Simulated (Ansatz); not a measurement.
Energy difference R1 → P1 + P2, each structure at its B3LYP-D3(BJ)/def2-SVP stationary point, reached from a drawn start (curvature not checked).
R1, Cl2La (SMILES [Cl][La][Cl]) (charge 0, multiplicity 2):
```xyz
3

La     0.00389     0.00528    -0.91304
Cl     2.20484    -0.00626     0.46581
Cl    -2.20863     0.00098     0.44723
```
P1, ClLa (SMILES [Cl][La]) (charge 0, multiplicity 1, Z-matrix in Å and degrees):
```
La
Cl 1 2.5503
```
P2: Cl atom, charge 0, multiplicity 2.

P less R. No zero-point or thermal terms; singlets are restricted closed shells; open shells are unrestricted; no spin–orbit coupling. The spin states of the d-block species are the ones drawn and need not be the lowest.

Correlated levels freeze the cores. CBS: X⁻³ extrapolation of the correlation energy, Hartree–Fock from the larger set.

The values were computed with Ansatz (Gaussian basis) for Hartree–Fock, density functionals and correlated methods. Each number belongs to the level named beside it. Elements past Kr take the def2 small-core potentials, without spin–orbit coupling.

| level | reaction energy (kJ/mol) |
|---|---|
| HF/def2-QZVPP | 449.8 |
| r2SCAN/def2-TZVPP | 552.6 |
| PBE0/def2-TZVPP | 521.6 |
| MP2/def2-SVP | 504.4 |
| MP2/def2-QZVPP | 528.2 |
| SCS-MP2/def2-QZVPP | 507.2 |
| CCSD/def2-SVP | ? |
| CCSD(T)/def2-TZVPP | ? |
| CCSD(T)/CBS(def2-TZVPP, def2-QZVPP) | ? |

**Question.** Some entries are withheld; supply them.

**Answer.** 
- CCSD/def2-SVP, reaction energy (kJ/mol): 469.1
- CCSD(T)/def2-TZVPP, reaction energy (kJ/mol): 487.7
- CCSD(T)/CBS(def2-TZVPP, def2-QZVPP), reaction energy (kJ/mol): 501.4

Ansatz is a quantum-chemistry and plane-wave program.
